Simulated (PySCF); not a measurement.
# C₆ coefficients of unlike pairs at UHF

Calculated with PySCF 2.14 from the dipole response of each species, C₆(A,B) = (3/π) ∫ α_A(iu) α_B(iu) du, in atomic units, from isotropic polarisabilities. For ions this is the dispersion term alone; charge-induced terms of lower order in 1/R come first.

```csv
species,configuration,basis,relativity,α (bohr³),C₆ (like pair)
V,[Ar] 3d3 4s2 (4F),"aug-cc-pVTZ with one added diffuse shell each of s, p, d, f, g type (9s8p6d4f3g)",none,133.4,1458
Ba,[Xe] 6s2 (1S),"x2c-TZVPPall with one added diffuse shell each of s, p, d type (12s8p7d2f1g)",spin-free X2C,324.1,6889
Rh²⁺,[Kr] 4d7 (4F),def2-TZVPPD with the def2 core potential (28 electrons) (6s4p3d2f1g),core potential,5.618,27.64
Co,[Ar] 3d7 4s2 (4F),aug-cc-pwCVTZ-DK (10s9p7d4f3g),spin-free X2C,70.39,639.9
```

**Question.** Estimate C₆ for Ba with V.

**Answer.** The integral gives 3123. The combination rule 2 C_A C_B / (C_A α_B/α_A + C_B α_A/α_B) gives 3150 and the geometric mean 3170.

No spin-orbit coupling is included.

The other pairs:

```csv
pair,C₆
"Co, Ba",1996
"Rh²⁺, V",128.7
"Rh²⁺, Ba",245.6
"Co, Rh²⁺",95.19
"Co, V",954.7
```
